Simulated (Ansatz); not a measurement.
Cost and result up the ladder for Mo(NH)2(OH)2 (MoN₂O₂H₄) (9 atoms). Total charge 0; singlet. Geometry: r2SCAN-D4/def2-SVP.

```xyz
9

Mo    0.0373   -0.0919    0.0694
N    -1.0086    1.1817    0.6174
N     0.4827    0.1149   -1.5965
O    -0.8752   -1.7491    0.2091
O     1.6010   -0.0403    1.1420
H    -1.5472    2.0427    0.5314
H     0.4859    0.5734   -2.5068
H    -1.6328   -1.8152    0.8066
H     2.4569   -0.2162    0.7274
```

Ansatz on 2 threads of Intel Xeon Platinum 8259CL on a shared host. Times are rough, and most runs start from the orbitals of an earlier one. No level here is sound enough to serve as a yardstick. Binding counts from free atoms at the same level (Mo septet, N quartet, O triplet, H doublet; other spins of the atoms weren't run), without zero-point energy or a counterpoise term.

In the def2 sets Mo takes a core potential; there is no spin–orbit coupling. HSE06 is defined as in plane-wave codes, on full-range PBE exchange. No other spin state of charge 0 was run. Another isomer (singlet) lies 1.22 eV lower at PBE0-D4/def2-TZVP; other spin states weren't run for this one.

Run but left out: HF/def2-TZVP, MP2/def2-TZVP, CCSD(T)/def2-SVP (restricted singlet, unstable towards broken spin symmetry); HF/STO-3G (restricted singlet, unstable in another Hartree–Fock run and untested here).

```json
{"level": "PBE0-D4/def2-SVP", "functions": "107", "wall time": "2.6 s", "binding energy per atom (eV)": "3.82", "remarks": "restricted SCF unstable in HF"}
{"level": "PBE-D4/def2-SVP", "functions": "107", "wall time": "2.7 s", "binding energy per atom (eV)": "4.16", "remarks": "restricted SCF unstable in HF"}
{"level": "PBE0-D4/def2-TZVP", "functions": "188", "wall time": "3.8 s", "binding energy per atom (eV)": "3.80", "remarks": "restricted SCF unstable in HF"}
{"level": "PBE-D4/def2-TZVP (with forces)", "functions": "188", "wall time": "4.6 s", "binding energy per atom (eV)": "4.12", "remarks": "restricted SCF unstable in HF"}
{"level": "r2SCAN-D4/def2-TZVP", "functions": "188", "wall time": "5.5 s", "binding energy per atom (eV)": "3.87", "remarks": "restricted SCF unstable in HF"}
{"level": "HSE06-D4/def2-TZVP", "functions": "188", "wall time": "5.5 s", "binding energy per atom (eV)": "3.81", "remarks": "restricted SCF unstable in HF"}
{"level": "r2SCAN0-D4/def2-TZVP", "functions": "188", "wall time": "8 s", "binding energy per atom (eV)": "3.61", "remarks": "restricted SCF unstable in HF"}
```
